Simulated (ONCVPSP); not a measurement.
Which change was made? (Nb, ONCV)

- Element: niobium
- Generator: ONCVPSP 4.0.1
- Type: optimised norm-conserving Vanderbilt (ONCV)
- Functional: PBE
- Relativity: scalar-relativistic
- Frozen core: [Ar] 3d10
- Valence charge: 13
- Reference configuration: 4s2 4p6 4d4 5s1
- Partial waves: 4s+5s: rc 1.60 bohr, ncon 4, nbas 8, qcut 6.8 1/bohr, 2 projectors; 4p: rc 1.45 bohr, ncon 3, nbas 8, qcut 6.9 1/bohr, 1 projector; 4d: rc 2.00 bohr, ncon 5, nbas 9, qcut 7.6 1/bohr, 3 projectors, debl 2.2 Ha
- Local potential: polynomial inside 1.25 bohr (lpopt 5, dvloc0 -1 Ha)
- Core correction: Teter function, fcfact 2, rcfact 1.6

Cutoffs, loose and tight: the cutoffs (Ha) at which the residual kinetic energy of the hardest occupied pseudo-wave falls to 1 and 0.1 mHa per electron. They do not see the model core or the augmentation charge, which bear on the density cutoff. Test errors are all-electron minus pseudo excitation energies from the reference, over the configurations 4s2 4p6 4d4 5s0; 4s2 4p6 4d3 5s0; 4s2 4p6 4d2 5s0; 4s2 4p6 4d4.5 5s0.5; variants that change the core or the reference have their own tests. The largest error is taken over the tests solved by every variant that gives reliable tests at all, those not shown here included: 4s2 4p6 4d3 5s0; 4s2 4p6 4d4 5s0; 4s2 4p6 4d4.5 5s0.5.

The base gives: outcome: generated; cutoff, loose: 19 Ha; cutoff, tight: 24 Ha; bound ghosts: none; GHOST(+) flags above zero: s; largest test error (meV): -1.9.

Task: After one change the result is: outcome: generated; cutoff, loose: 25 Ha; cutoff, tight: 36 Ha; bound ghosts: none; GHOST(+) flags above zero: s; largest test error (meV): -2.0. Which change was it?
A. d: qcut 11.6
B. core [Kr], valence charge 5; reference 4d4 5s1; waves now 5s: rc 2.85 bohr, ncon 5, nbas 9, qcut 1.8 1/bohr, 2 projectors, debl 2.9 Ha; p scattering state at 0.14 Ha: rc 2.90 bohr, ncon 3, nbas 6, qcut 3.4 1/bohr, 2 projectors, debl 1.5 Ha; 4d: rc 1.85 bohr, ncon 4, nbas 9, qcut 4.6 1/bohr, 2 projectors, debl 1.8 Ha; local potential polynomial inside 1.30 bohr (lpopt 5, dvloc0 2 Ha)
C. p: rc 0.98; local potential polynomial inside 0.98 bohr (lpopt 5, dvloc0 -1 Ha)

Result: A. The others give: core [Kr], valence charge 5; reference 4d4 5s1; waves now 5s: rc 2.85 bohr, ncon 5, nbas 9, qcut 1.8 1/bohr, 2 projectors, debl 2.9 Ha; p scattering state at 0.14 Ha: rc 2.90 bohr, ncon 3, nbas 6, qcut 3.4 1/bohr, 2 projectors, debl 1.5 Ha; 4d: rc 1.85 bohr, ncon 4, nbas 9, qcut 4.6 1/bohr, 2 projectors, debl 1.8 Ha; local potential polynomial inside 1.30 bohr (lpopt 5, dvloc0 2 Ha) → outcome: generated, projector energies reset by the program; cutoff, loose: 39 Ha; cutoff, tight: 87 Ha; bound ghosts: s; GHOST(+) flags above zero: p, d; largest test error (meV): -141 over the solved tests; 1 of 4 tests not solved or not reliable | p: rc 0.98; local potential polynomial inside 0.98 bohr (lpopt 5, dvloc0 -1 Ha) → outcome: generated; cutoff, loose: 30 Ha; cutoff, tight: 111 Ha; bound ghosts: none; GHOST(+) flags above zero: s; largest test error (meV): -1.9.
